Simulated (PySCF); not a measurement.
WF5, SMILES [F][W+]([F])([F])([F])[F], charge +1, multiplicity 1. Geometry optimised at B3LYP-D3(BJ)/def2-SVP. The multiplicity is an assumed one; no other spin state was optimised. The isomer is the one that the SMILES or the coordinates give; other isomers of the formula were not compared. The def2 effective core potentials stand for the cores of W; spin–orbit coupling is left out.

**Question.** Give the equilibrium geometry at B3LYP-D3(BJ)/def2-SVP (PySCF confirms it by a frequency run) as Cartesian coordinates in Å, and its point group. (Estimate from the structure and the level; the computed values follow.)

**Answer.** point group D3h.
```xyz
6

W      0.0000     0.0000     0.0000
F      0.0000     0.0000     1.8219
F      0.0000     0.0000    -1.8219
F     -1.7971     0.0000     0.0000
F      0.8985     1.5563     0.0000
F      0.8985    -1.5563     0.0000
```
Charge +1, spin multiplicity 1.
